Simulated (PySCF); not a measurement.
# How methods differ on the excitation energy of B

B [He] 2s2 2p1 (2P) → B [He] 2s1 2p2 (4P), as a difference of total energies. Calculation: PySCF 2.14, in def2-QZVPPD; no relativity, point nucleus. Correlated levels: valence and next inner shell: nothing frozen. The calculations carry no spin-orbit coupling.

```
                                method  excitation energy (eV)
                                   UHF                   2.189
    MP2 (valence and next inner shell)                   3.129
SCS-MP2 (valence and next inner shell)                   3.522
   CCSD (valence and next inner shell)                   3.510
CCSD(T) (valence and next inner shell)                   3.552
```

Q: How much does correlation contribute at CCSD(T) (valence and next inner shell)?

A: 3.552 − (2.189) = 1.363 eV, measured against UHF.
